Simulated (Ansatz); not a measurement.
Cost and result for the atomization energy of C3H7BS (12 atoms, 13 bonds).

Z-matrix (Å, degrees):
```
C
C 1 1.488
H 1 1.093 2 108.5
H 1 1.092 2 111.9 3 -118.7
H 1 1.094 2 112.2 3 118.9
S 2 1.794 1 122.6 3 163.6
B 2 1.541 1 146.8 3 56.2
C 2 1.506 1 131.1 3 -44.6
H 6 1.361 2 102.8 1 113.0
H 7 1.186 2 143.7 1 18.3
H 8 1.090 2 113.4 1 34.9
H 8 1.092 2 119.4 1 -102.2
```

Charge 0, multiplicity 1. The bonds changed during the relaxation, so this is another structure than the one it started from. The geometry is a stationary point of PBE0-D4/def2-TZVP. It is one conformer, not always the lowest. Program: Ansatz. All runs use 4 threads of an AMD EPYC 7B13 on a shared host. Times are those of one run each, without the atoms' runs, and a repeat can differ threefold. Electronic energies, without spin–orbit coupling; frozen cores. CCSD(T)/CBS adds CCSD(T) − MP2 in def2-TZVPP to the MP2 limit, and its time is that of the two runs behind it. T1 = 0.011. B3LYP takes the VWN-RPA correlation (the form of Gaussian; ORCA's B3LYP/G).

CCSD(T)/CBS is a level of theory with its own doubt, some kJ/mol a heavy atom from the limit and from the frozen cores, so smaller differences don't rank the functionals.

```
                             level  functions  wall time  atomization (kcal/mol)  difference from CCSD(T)/CBS  per bond
   PBE-D4/def2-TZVPP (with forces)        264      2.4 s                  1121.0                         35.4       2.7
                PBE0-D4/def2-TZVPP        264      2.8 s                  1105.2                         19.6       1.5
r2SCAN-D4/def2-TZVPP (with forces)        264      4.1 s                  1099.6                         14.0       1.1
 B3LYP-D4/def2-TZVPP (with forces)        264      4.6 s                  1088.7                          3.1       0.2
                 B2PLYP/def2-TZVPP        264      5.5 s                  1077.4                         -8.2      -0.6
                ωB97X-V/def2-TZVPP        264      6.5 s                  1093.4                          7.8       0.6
  ωB97M-V/def2-TZVPP (with forces)        264      9.5 s                  1096.2                         10.6       0.8
                    MP2/def2-QZVPP        508       33 s                  1095.7                         10.1       0.8
                CCSD(T)/def2-TZVPP        264    2.1 min                  1060.1                        -25.5      -2.0
                 CCSD(T)/CBS(def2)          –    2.7 min                  1085.6                          0.0       0.0
```

In def2-TZVPP, CCSD(T) changes the Hartree–Fock value by +258.4 kcal/mol (the triples alone add +17.5 kcal/mol) and MP2 by +279.1 kcal/mol; breaking electron pairs costs correlation energy, which Hartree–Fock lacks. The D4 term adds +10.1 kcal/mol with B3LYP and +5.3 kcal/mol with PBE0; it sums over pairs of atoms, weighted by their polarisabilities, and B3LYP, whose exchange is more repulsive, gets the larger term. From PBE to PBE0 (25 % exact exchange), in def2-TZVPP and without D4, the atomization energy moves by −14.7 kcal/mol: exact exchange takes away binding that semilocal exchange gives to molecules.
